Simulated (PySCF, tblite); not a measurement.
A database entry of computed molecular properties. Lists by class give the value and the number of equivalent atoms.

```json
{
 "formula": "C5H11O2Si",
 "smiles": "CCO[SiH]OC1CC1",
 "inchi": "InChI=1S/C5H11O2Si/c1-2-6-8-7-5-3-4-5/h5,8H,2-4H2,1H3",
 "charge": 0,
 "multiplicity": 2,
 "geometry_level": "GFN2-xTB",
 "atoms_angstrom": [
  ["C", -3.198, 0.862, -0.008],
  ["C", -2.536, -0.218, -0.852],
  ["O", -1.185, -0.368, -0.557],
  ["Si", -0.472, -0.802, 0.85],
  ["O", 1.123, -0.831, 0.536],
  ["C", 1.848, -0.161, -0.422],
  ["C", 2.862, 0.853, 0.017],
  ["C", 3.307, -0.473, -0.535],
  ["H", -3.158, 0.579, 1.042],
  ["H", -2.67, 1.804, -0.133],
  ["H", -4.234, 0.989, -0.309],
  ["H", -2.596, 0.044, -1.914],
  ["H", -3.055, -1.174, -0.702],
  ["H", -0.764, -2.182, 1.217],
  ["H", 1.289, 0.037, -1.331],
  ["H", 2.998, 1.739, -0.582],
  ["H", 2.969, 1.01, 1.078],
  ["H", 3.71, -1.191, 0.162],
  ["H", 3.75, -0.507, -1.518]
 ],
 "electronic_structure_code": "PySCF",
 "results": {
  "GFN2-xTB geometry": {
   "point_group": "C1",
   "rotational_constants_GHz": [4.282, 0.766, 0.726]
  },
  "GFN2-xTB harmonic vibrations, gas phase": {
   "strongest_ir_bands_cm-1_km_per_mol_modes": [
    [610.5, 78.0, 1],
    [754.1, 145.7, 1],
    [951.5, 90.7, 1],
    [1166.3, 324.1, 1],
    [1194.8, 123.1, 1],
    [2271.0, 243.5, 1]
   ],
   "zpe_kcal_per_mol": 95.6
  },
  "UKS B3LYP, pcH-1 on C H O Si, non-relativistic, mean-field spin-orbit, GIAO": {
   "g_iso": 2.00224,
   "g_tensor": [2.00178, 2.00224, 2.00271],
   "s2": 0.752,
   "a_iso_by_class_MHz": [
    ["29Si", -667.9, 1],
    ["1H", 232.4, 1],
    ["17O", -28.6, 1],
    ["17O", -24.3, 1],
    ["13C", -4.2, 1]
   ],
   "spin_populations_mulliken_by_atom": [0.01, -0.01, 0.07, 0.73, 0.07, -0.01, 0.01, 0.01, 0.0, 0.0, 0.0, 0.0, 0.0, 0.12, 0.0, 0.0, 0.0, 0.0, 0.0]
  }
 }
}
```

g_iso is shifted by about -70 ppm from the free-electron value 2.002319; the principal values span 0.0009. With B = h/(8π²I), that is 505.379 GHz u Å² over I, the principal moments of inertia are 118.0, 659.4 and 696.0 u Å² (most abundant isotopes).

One conformer (not necessarily the lowest) at the GFN2-xTB geometry, without solvent or vibrations. In GFN2-xTB open shells enter through the occupations alone, without spin polarisation, so single modes can be far off. Hyperfine couplings depend on the geometry, which wasn't re-optimised at a DFT level. Couplings of like nuclei are plain means over topologically equivalent atoms, as if these changed places fast (by rotation of a methyl-like group, say); in this geometry the members of some sets differ.

Conformer computed: `[CH3:1][CH2:2][O:3][SiH:4][O:5][CH:6]1[CH2:7][CH2:8]1`: C1–C2–O3–Si4 61°, C2–O3–Si4–O5 179°, O3–Si4–O5–C6 25°, Si4–O5–C6–C7 115°.
